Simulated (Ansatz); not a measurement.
# A cut through the energy surface

BHSF2 (SMILES FB(F)S), closed shell, at its PBE0-D4/def2-TZVP minimum:

```
atom    x (Å)    y (Å)    z (Å)
  F1   0.4338  -1.7581   0.0891
  B2   0.0640  -0.4998   0.2177
  F3  -0.4131  -0.1051   1.3824
  S4   0.2264   0.6104  -1.1903
  H5  -0.2613   1.6789  -0.5403
```

The bond length B2–S4 (1.800 Å at the minimum) is set to the values below, with the rest relaxed at PBE0-D4/def2-TZVP at each step. Each method's energies count from its own value at the PBE0-D4 minimum structure. Ansatz 0.2.0; basis: def2-TZVPP; cores frozen in the correlated methods.

CCSD(T) energies along the scan:
```tsv
bond length (Å)	CCSD(T) (kcal/mol)
1.584	17.81
1.647	8.22
1.739	1.26
1.846	0.35
1.964	4.86
2.092	13.38
2.228	24.37
2.371	36.55
2.520	48.94
```
They count from the CCSD(T) energy at the PBE0-D4 minimum.

Minimum and curvature along this coordinate at CCSD(T): A fifth-order fit through the nearest points gives 1.807 Å, with a curvature of about 22 eV/Å².

Largest difference from the CCSD(T) curve over the scan: r2SCAN-D4 1.12; PBE0-D4 1.23; HF 4.28; MP2 2.28 kcal/mol. Each curve counts from its own value at the minimum.

No T1 diagnostic of these runs exceeds 0.015. The restricted Hartree–Fock reference is unstable towards an unrestricted one at one or more of these structures.

For scale, one of the runs: CCSD(T)/def2-TZVPP, 149 basis functions (an equivalent command: `ansatz run in.yaml --threads 2`). The run took 23 s on 2 CPU threads (shared host), with 1 GiB of host memory at its peak.
